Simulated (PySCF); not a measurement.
Working out the excitation energy of O²⁺

O²⁺ [He] 2s2 2p2 (3P) → O²⁺ [He] 2s2 2p1 3s1 (3P). Calculation: PySCF 2.14, in x2c-TZVPPall with one added diffuse shell each of s, p, d type (6s4p3d1f, 40 functions); scalar relativity by spin-free X2C-1e. Frozen: nothing. Energies in hartree (1 hartree = 27.21139 eV):

```csv
part,O²⁺ (lower),O²⁺ (upper)
UHF,-73.156102,-71.935613
MP2 opposite-spin,-0.077241,-0.080668
MP2 same-spin,-0.013670,-0.008780
```

Task: What does Hartree-Fock give?

Result: (-71.935613) − (-73.156102) = 1.220489 hartree = 33.211 eV.

Task: What do MP2 and SCS-MP2 (6/5 opposite-spin, 1/3 same-spin) give?

Result: The opposite-spin parts differ by -0.093 eV and the same-spin parts by 0.133 eV. MP2: 33.211 + (-0.093) + (0.133) = 33.251 eV. SCS-MP2: 33.211 + 1.2 × (-0.093) + (0.133)/3 = 33.144 eV.
